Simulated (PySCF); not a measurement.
Hg²⁺ (mercury, charge +2) across methods

[Xe] 4f14 5d10, closed-shell 1S. Computed with PySCF 2.14 in aug-cc-pwCVTZ-PP with ECP60MDF (8s8p7d4f3g, 122 functions), with scalar relativity through the core potential.

| method | E (hartree) | mean ε 5s (eV) | mean ε 5p (eV) | mean ε 5d (eV) | Σ⟨r²⟩ (bohr²) | ⟨S²⟩ |
| --- | --- | --- | --- | --- | --- | --- |
| LDA | -152.1723 | -136.37 | -86.030 | -29.000 | 34.08 | 0.000 |
| wB97M-V | -152.3749 | -144.19 | -92.799 | -33.111 | 33.72 | 0.000 |
| r2SCAN | -152.4925 | -138.89 | -87.835 | -29.031 | 33.58 | 0.000 |
| wB97X-V | -152.4207 | -143.54 | -92.386 | -33.102 | 33.67 | 0.000 |
| PBE0 | -152.4380 | -141.65 | -90.144 | -30.627 | 33.67 | 0.000 |
| UHF | -151.59955 | -156.69 | -101.61 | -35.177 | 33.38 | 0.000 |
| PBE | -152.4571 | -136.27 | -85.973 | -28.765 | 33.88 | 0.000 |

Estimate the same row for HSE06.

E (hartree) = -152.4338; mean ε 5s (eV) = -141.23; mean ε 5p (eV) = -89.726; mean ε 5d (eV) = -30.208; Σ⟨r²⟩ (bohr²) = 33.69; ⟨S²⟩ = 0.000.

Energies and moments cover only the electrons outside the core potential. Spin-orbit coupling, which splits the p, d and f shells strongly at this Z, is absent.
